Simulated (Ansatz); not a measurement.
MgP-, multiplicity 3 (lowest of 2S+1 = 1, 3, 5 at CCSD(T)/def2-TZVPP on PBE0 minima; our sources give no spin for the ground state, which may be another), most abundant isotopes (23.9850 and 30.9738 u). Constants from fifth-degree fits in 1/R to seven points on the lowest solution found; no spin–orbit coupling, no relativity up to Kr; ω_e x_e and α_e move by some per cent with the fit.

Correlated levels freeze the inner cores; with def2 sets outer-core shells near the valence are correlated too.

Run with Ansatz (an electronic-structure program) with Gaussian orbitals. Each number belongs to the level named beside it.

```
level               r_e (Å)  ω_e (cm⁻¹)  ω_e x_e (cm⁻¹)  α_e (cm⁻¹)
------------------  -------  ----------  --------------  ----------
PBE/def2-TZVPP       2.4165       359.4            2.64     0.00184
CCSD(T)/def2-QZVPP   2.4020       357.7            3.89     0.00234
```

### Question
Derive the rotational constants, the centrifugal constant, the fundamental, the zero-point energy and the force constant.

### Answer

μ = 13.51752 u.
- PBE/def2-TZVPP: B_e = 16.8576/(μ r_e²) = 0.21357 cm⁻¹; B₀ = B_e − α_e/2 = 0.21265 cm⁻¹; D = 4B_e³/ω_e² = 3.02e-07 cm⁻¹; fundamental ω_e − 2ω_e x_e = 354 cm⁻¹; zero-point energy ω_e/2 − ω_e x_e/4 = 179 cm⁻¹; k = μ(2πcω_e)² = 103 N/m
- CCSD(T)/def2-QZVPP: B_e = 16.8576/(μ r_e²) = 0.21614 cm⁻¹; B₀ = B_e − α_e/2 = 0.21497 cm⁻¹; D = 4B_e³/ω_e² = 3.16e-07 cm⁻¹; fundamental ω_e − 2ω_e x_e = 350 cm⁻¹; zero-point energy ω_e/2 − ω_e x_e/4 = 178 cm⁻¹; k = μ(2πcω_e)² = 102 N/m
